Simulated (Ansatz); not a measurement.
`C[Te]C(F)(F)F` + `N[SiH](F)Cl` → `C[Te][SiH](N)F` + `FC(F)(F)Cl`  (formal exchange of groups at a Te–C bond)

Gas-phase electronic energies from Ansatz, PBE0-D4/def2-TZVP geometries. CCSD(T)/CBS adds triple-zeta CCSD(T) − MP2 to the extrapolated MP2 energy (def2 sets, frozen cores). Functionals use def2-TZVPP. def2 core potentials past Kr. For Te outer-core shells are correlated without core-valence functions, which leaves a few kJ/mol of doubt a bond. Each species was taken in one conformer, which may not be the lowest.

| level | ΔE (kJ/mol) | difference from CCSD(T)/CBS |
| --- | --- | --- |
| PBE-D4 | 66.9 | -9.9 |
| r2SCAN-D4 | 73.1 | -3.7 |
| PBE0-D4 | 65.7 | -11.1 |
| r2SCAN | 73.6 | -3.2 |
| PBE0 | 67.3 | -9.5 |
| HF/def2-TZVPP | 78.2 | 1.4 |
| SCS-MP2/def2-TZVPP | 76.2 | -0.6 |
| CCSD(T)/def2-TZVPP | 74.7 | -2.1 |
| HF/def2-QZVPP | 79.1 | 2.3 |
| CCSD/CBS(def2) | 78.2 | 1.4 |
| CCSD(T)/CBS | 76.8 | 0 |

Largest T1 diagnostic among the species: 0.012.

In def2-TZVPP, CCSD(T) changes the Hartree–Fock value by −3.5 kJ/mol (the triples alone add −1.4 kJ/mol) and MP2 by −5.3 kJ/mol.
